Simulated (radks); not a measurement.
The numbers below are computed, except where a source is named.
Spherical quantum dot in the effective-mass picture: electrons in a well V = -V0 / (1 + exp((r - R)/a)) with V0 = 7.17, R = 5.76, a = 0.5, all in effective atomic units (hartree* = m*/eps^2 hartree, bohr* = eps/m* bohr), one dielectric constant everywhere. Level of theory: non-relativistic Kohn-Sham, exchange-only LDA, spin-polarised, spherical densities (a radial shooting solver with Libxc functionals). Levels are named by radial order and angular momentum (1s, 1p, 1d, 2s, ...), and open shells are averaged over m.

N = 20, configuration 1s2 1p6 1d10 1f(up 2, down 0). This is the lowest configuration that the search found. Occupied and some empty levels:

level    occupation  eigenvalue (hartree*)  <r> (bohr*)
1s up             1                -2.1946        3.641
1s down           1                -2.1749        3.620
1p up             3                -2.1041        3.800
1p down           3                -2.0829        3.789
1d up             5                -1.9496        3.947
1d down           5                -1.9272        3.941
1f up             2                -1.7413        4.078
1f down           0                -1.7182        4.076
2s up             0                -1.5961        2.649
2s down           0                -1.5886        2.647
1g up             0                -1.4856        4.197
1g down           0                -1.4621        4.197
2p up             0                -1.3390        3.124
2p down           0                -1.3283        3.119
2d up             0                -1.0390        3.444
2d down           0                -1.0259        3.439

Energy (hartree*): total -85.4520, kinetic 8.0824, external -135.89, Hartree 47.304, exchange-correlation -4.9482.
